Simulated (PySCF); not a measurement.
Cartesian coordinates (Å):
```xyz
12

Hf    -0.3277     0.1425    -0.2078
O     -0.9859    -0.1429    -2.0146
H     -1.3538    -0.2554    -2.8985
O      0.6672     1.8105    -0.1225
H      1.1252     2.6576    -0.0764
O      0.8072    -1.3403     0.3331
H      1.3811    -2.0818     0.5576
O     -1.8393     0.2409     1.0073
C     -2.8988     0.2445     1.9102
H     -3.0154     1.2429     2.3934
H     -2.7446    -0.5060     2.7211
H     -3.8628     0.0011     1.4045
```
Charge 0, multiplicity 1.

**Question.** Predict the dipole moment, LUMO and total energy from TPSSh-D3(BJ)/def2-TZVP // BP86-D3(BJ)/def2-SVP run with PySCF.

**Answer.** 
```
Quantity              Value
-------------  ------------
dipole moment        0.17 D
LUMO               -0.12 eV
total energy   -391.0418 Ha
```
